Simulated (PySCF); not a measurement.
ORD: SMILES CSC(F)=C=CF, C4H4F2S

Geometry:
| atom | x (Å) | y (Å) | z (Å) |
| --- | --- | --- | --- |
| C1 | -1.689 | -0.442 | 0.417 |
| S2 | -1.550 | 0.377 | -1.180 |
| C3 | 0.192 | 0.588 | -1.258 |
| F4 | 0.522 | 1.242 | -2.369 |
| C5 | 1.083 | 0.186 | -0.382 |
| C6 | 1.931 | -0.266 | 0.503 |
| F7 | 2.315 | 0.424 | 1.578 |
| H8 | -2.762 | -0.608 | 0.581 |
| H9 | -1.165 | -1.407 | 0.410 |
| H10 | -1.286 | 0.196 | 1.217 |
| H11 | 2.414 | -1.250 | 0.461 |

Level of theory: TDDFT CAM-B3LYP/def2-TZVPD circular dichroism and optical rotation, one conformer, gas phase in PySCF. Geometry: PBE0-D3(BJ)/def2-SVP.

No stereocentre is labelled: unless the shape is locked (an allene, a helicene, a hindered biaryl), the mirror image is equally populated and a measured rotation or CD is zero.

Problem. What is the specific rotation at 633, 589.3, 546, 436, 405, 365, 355 nm?

Solution. [α] in deg dm⁻¹ (g/mL)⁻¹:
```csv
λ (nm),origin-invariant length gauge,modified velocity gauge,length gauge (centre of mass),isotropic polarisability (au)
633,-156.5,-155.7,-155.8,79.4
589.3,-185.5,-184.4,-184.6,79.9
546,-223.5,-222.2,-222.4,80.5
436,-405.4,-402.0,-403.3,83.1
405,-503.4,-498.4,-500.7,84.3
365,-702.3,-693.3,-698.2,86.6
355,-773.1,-762.2,-768.4,87.4
```

Problem. And for the mirror image at 589.3 nm?

Solution. +185.5 deg dm⁻¹ (g/mL)⁻¹ (origin-invariant length gauge): the same size and the opposite sign.

Problem. What is the molar rotation [Φ] = [α]·M/100 of the geometry above at 589.3 nm?

Solution. With M = 122.13 g/mol, -226.5 deg cm² dmol⁻¹ (origin-invariant length gauge).

The first excitation lies at 4.47 eV (277 nm) with R = +0.3 × 10⁻⁴⁰ esu² cm² (velocity form).
